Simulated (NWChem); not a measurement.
# Correlation energy of HCu

```xyz
2

Cu     0.0000     0.0000     0.0488
H      0.0000     0.0000    -1.4145
```
Charge 0, spin multiplicity 1.

Program: NWChem. All single points use one geometry, from PBE/def2-SVP, a minimum by its harmonic frequencies.

Basis set: def2-SVP. Each correlation energy counts from its own Hartree-Fock reference.

The correlated methods keep 9 core orbitals frozen. The structure started from a generated list of species. No row is a measurement; the coupled-cluster row has its own basis-set and correlation limits.

| method | correlation energy (mHa) |
|---|---|
| MP2 | -320.6 |
| SCS-MP2 | … |
| CR-CCSD[T] | -307.1 |
| CR-CCSD(T) | … |
| CCSD | -292.6 |
| CCSD+T(CCSD) | … |
| CCSD(T) | -305.8 |
| CCSDT | -305.8 |

Problem. Fill in the missing entries.

Solution. 
- SCS-MP2, correlation energy (mHa): -285.4
- CR-CCSD(T), correlation energy (mHa): -302.8
- CCSD+T(CCSD), correlation energy (mHa): -311.4
